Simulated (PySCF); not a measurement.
C6H7F3Si.
Structure used (GFN2-xTB), in Å, numbered top down from 1:
```xyz
17
C6H7F3Si angstrom
C      0.6679    1.9672    0.1997
C     -0.1033    0.7065    0.0310
C      0.3899   -0.5443    0.0153
C      1.8218   -0.9588    0.1533
F      2.2689   -1.5941   -0.9524
F      1.9976   -1.8313    1.1688
F      2.6871    0.0411    0.3764
C     -0.5683   -1.6337   -0.1668
C     -1.8515   -1.2810   -0.2980
Si    -1.9920    0.5910   -0.1978
H      1.4381    2.0619   -0.5652
H      1.1716    1.9862    1.1660
H      0.0072    2.8279    0.1369
H     -0.2035   -2.6502   -0.1864
H     -2.6318   -2.0084   -0.4364
H     -2.6964    1.0884    0.9822
H     -2.4102    1.2437   -1.4366
```

NICS is the negative of the GIAO shielding at a point without a nucleus: at the ring centre (0) and 1 Å above and below it (1); zz is the component along the ring normal. Level: GIAO PBE0/pcSseg-1 (PySCF, non-relativistic, gas phase) on the GFN2-xTB geometry, one conformer.

Ring bond lengths (Å), with Mayer bond orders in brackets: C2–C3 1.345 (1.79), C3–C8 1.462 (1.06), C8–C9 1.337 (1.84), C9–Si10 1.880 (0.92), Si10–C2 1.906 (0.83).

Q: Give the NICS values of each ring in ppm.

A: 
| ring | type | NICS(0) | NICS(1), two faces | NICS(1)zz, two faces | rms pucker (Å) | centre to ring atoms, mean (Å) |
| --- | --- | --- | --- | --- | --- | --- |
| C2–C3–C8–C9–Si10 | 5-membered ring with Si; formal bonds 2 double, 3 single | 0.6 | -1.8 / -1.8 | 2.1 / 2.1 | 0.00 | 1.34 |

Q: What can be read from them?

A: 
- C2–C3–C8–C9–Si10: mean NICS(1)zz 2.1 ppm, near zero. Si10 has four or more neighbours, so the value isn't read as a sign of a π ring current.
